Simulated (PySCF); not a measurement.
Molecule: SMILES C#CC(=O)N(C)CC=C, C₇H₉NO.

Bonds (- single, = double, # triple, : aromatic): C1#C2, C2-C3, C3=O4, C3-N5, N5-C6, N5-C7, C7-C8, C8=C9. C1 carries H10; C6 carries H11, H12, H13; C7 carries H14, H15; C8 carries H16; C9 carries H17, H18. H18 is cis to C7; H17 is trans to C7.

Frames of a GFN2-xTB Langevin trajectory at 400 K; GIAO PBE0/pcSseg-1 shieldings in PySCF 2.14, gas phase, non-relativistic; equivalent atoms averaged within each frame.

Scale: ¹³C (σ = 186.93 ppm) and ¹H (σ = 31.72 ppm) vs TMS; ¹⁷O (σ = 336.08 ppm) vs H2O; NH3 for ¹⁵N (σ = 267.73 ppm) (reference shieldings calculated alike). The references are static minima.

How do the shifts (ppm) fluctuate along the trajectory?

Results:


```
         time (fs)     C8     C3     C9    C1    C2    C7    C6     O4     N5   H17
               250  152.8  149.3  127.7  91.5  91.4  57.3  31.2  412.5  126.1  6.27
               425  134.4  157.5  115.0  81.0  85.3  55.3  33.8  453.4  136.2  5.83
               625  147.7  163.5  120.5  80.3  88.4  58.7  35.2  482.8  136.7  5.53
               800  141.9  155.4  125.2  85.7  83.6  65.5  36.3  456.7  138.3  5.42
              1000  144.9  152.8  125.5  88.2  88.2  54.6  35.0  409.2  139.2  6.38
    mean of frames  144.3  155.7  122.8  85.3  87.4  58.3  34.3  443.0  135.3  5.88
standard deviation    6.9    5.3    5.1   4.8   3.0   4.3   2.0   31.4    5.3  0.43
```

5 frames give an uncertainty of the mean of about the standard deviation over 2.2 at best, since frames this close in time may not be independent; classical motion lacks zero-point vibration, and the reference would need the same averaging.
